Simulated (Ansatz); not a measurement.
Kohn–Sham single points on C2H7O2Y (`C[O][Y]([CH3])[OH]`).

```yaml
crystal:
  periodic: [false, false, false]
  atoms:
    - {symbol: C, position_ang: [-1.975213, 1.676728, 0.611950]}
    - {symbol: O, position_ang: [-0.997969, 0.864002, 0.060217]}
    - {symbol: Y, position_ang: [0.557899, -0.137262, -0.745349]}
    - {symbol: C, position_ang: [1.004652, -2.253286, 0.246714]}
    - {symbol: O, position_ang: [2.105116, 0.734464, -1.711420]}
    - {symbol: H, position_ang: [-1.937687, 2.693357, 0.197986]}
    - {symbol: H, position_ang: [-1.858296, 1.756758, 1.700408]}
    - {symbol: H, position_ang: [-2.979128, 1.276378, 0.419222]}
    - {symbol: H, position_ang: [1.526974, -2.134402, 1.207337]}
    - {symbol: H, position_ang: [1.650768, -2.898806, -0.362998]}
    - {symbol: H, position_ang: [0.099733, -2.832958, 0.473324]}
    - {symbol: H, position_ang: [2.803131, 1.255007, -2.097379]}
basis:
  gaussian: {orbitals: def2-TZVPP}
hamiltonian: {xc: {name: B2PLYP}}
```

```sh
$ ansatz run in.yaml --threads 4 --pin off --events-out ev --progress --plain --max-ram 10444MiB
```

Output, abridged:

```
Functional definition: B2PLYP
1692 factors; integrals over basis functions are off by at most 1.2e-3 eV
mean field evaluation 1: about -7299.8050 eV, gradient 8.7e1 eV
mean field evaluation 2: about -7299.8988 eV, gradient 8.7e1 eV
mean field evaluation 4: about -7313.8280 eV, gradient 1.4e1 eV
mean field evaluation 8: about -7314.2591 eV, gradient 9.4e-1 eV
mean field evaluation 16: about -7314.2615 eV, gradient 7.9e-4 eV
mean field -7314.26154916 eV, -268.7941541471 hartree, gradient 2.3e-6 eV, S^2 0.000000; 0 other end points of the search recorded, 0 dependent functions left out
4 core orbitals not correlated: weight in the atoms' cores, before any rotation towards them, 1.000 or more for the frozen orbitals, at most 0.000 for the correlated occupied ones
reference -7314.26177437 eV, -268.7941624234 hartree; 19, 19 occupied and 255, 255 virtual orbitals, 1692 factors
second order -36.35815599 eV of doubles, -0.00000000 eV of singles
Total energy: -7324.07847649 eV, -269.1549195722 hartree
```

It took 4.9 s on 4 threads of an INTEL XEON PLATINUM 8581C on a shared host, with 0.75 GiB of host memory at the peak.

The same input with `hamiltonian: {xc: lda}` (abridged; 1.2 s):

```
Functional definition: SPW92
mean field evaluation 16: about -7277.5995 eV, gradient 1.6e-3 eV
mean field -7277.59952461 eV, -267.4468495952 hartree, gradient 7.9e-5 eV, S^2 0.000000
Total energy: -7277.59959265 eV, -267.4468520958 hartree
```

With the line `hamiltonian: {xc: pbe, dispersion: d4}` and forces (abridged; 2.3 s):

```
Functional definition: PBE
mean field evaluation 16: about -7323.5150 eV, gradient 8.7e-4 eV
mean field -7323.51504581 eV, -269.1342138767 hartree, gradient 5.9e-5 eV, S^2 0.000000
Total energy: -7323.69757234 eV, -269.1409216029 hartree
Atom 0 force    -0.168835     0.153760     0.092899 eV/Å
Atom 1 force     0.257804    -0.252535    -0.122383 eV/Å
Atom 2 force    -0.027865    -0.074634    -0.085470 eV/Å
Atom 3 force    -0.022786     0.120076    -0.048120 eV/Å
Atom 4 force    -0.232581    -0.228354     0.143808 eV/Å
Atom 5 force    -0.007008     0.228667    -0.079154 eV/Å
Atom 6 force     0.011210     0.025274     0.234857 eV/Å
Atom 7 force    -0.220852    -0.076468    -0.033092 eV/Å
Atom 8 force     0.095001     0.021942     0.175011 eV/Å
Atom 9 force     0.119264    -0.107900    -0.116224 eV/Å
Atom 10 force    -0.168699    -0.095451     0.039212 eV/Å
Atom 11 force     0.365348     0.285624    -0.201344 eV/Å
Dipole moment:    -0.154974     0.283825    -0.346023 e Å
```

Changing it to `hamiltonian: {xc: {name: B97M-V}}` (abridged; 7 s):

```
Functional definition: B97M-V
mean field evaluation 16: about -7329.9833 eV, gradient 2.5e-3 eV
mean field -7329.98334806 eV, -269.3719196002 hartree, gradient 2.8e-5 eV, S^2 0.000000
Total energy: -7329.98344721 eV, -269.3719232436 hartree
```

The same input with `hamiltonian: {xc: {name: PBE-QIDH}}` (abridged; 4.9 s):

```
Functional definition: PBE-QIDH
mean field evaluation 16: about -7309.9505 eV, gradient 4.4e-4 eV
mean field -7309.95050563 eV, -268.6357262197 hartree, gradient 9.0e-6 eV, S^2 0.000000
4 core orbitals not correlated: weight in the atoms' cores, before any rotation towards them, 1.000 or more for the frozen orbitals, at most 0.000 for the correlated occupied ones
second order -33.73782633 eV of doubles, -0.00000000 eV of singles
Total energy: -7321.19646773 eV, -269.0490077038 hartree
```

With the line `hamiltonian: {xc: {name: CAM-B3LYP}, dispersion: d4}` (abridged; 3.1 s):

```
Functional definition: CAM-B3LYP
mean field evaluation 16: about -7327.5004 eV, gradient 3.1e-4 eV
mean field -7327.50043347 eV, -269.2806741718 hartree, gradient 5.1e-5 eV, S^2 0.000000
Total energy: -7327.66176303 eV, -269.2866029237 hartree
```
